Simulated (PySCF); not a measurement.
## Correlation energy of Cu (copper, neutral)

[Ar] 3d10 4s1, 2S determinant. Computed with PySCF 2.14 in x2c-SVPall (5s3p3d1f, 36 functions), with the spin-free X2C one-electron Hamiltonian (Gaussian nucleus). Frozen: [Ar]; 11 electrons correlated.

MP2 pair energies summed by pair of shells (mhartree):

| pair | energy | share (%) |
| --- | --- | --- |
| 3d-3d | -285.98 | 96.4 |
| 3d-4s | -10.55 | 3.6 |

Total MP2 correlation energy: -296.53 mhartree.

Same-spin part -113.62 and opposite-spin part -182.91 mhartree; SCS-MP2 scales them by 1/3 and 6/5 to -257.37 mhartree.

```csv
level,correlation energy (mhartree)
CCSD,-261.50
(T),-14.53
CCSD(T),-276.03
```

Diagnostics: T1 = 0.022, D1 = 0.0329, largest double amplitude 0.033.

**Question.** Is a single reference adequate?

**Answer.** Yes: T1 lies below 0.03 and no double amplitude reaches 0.07.
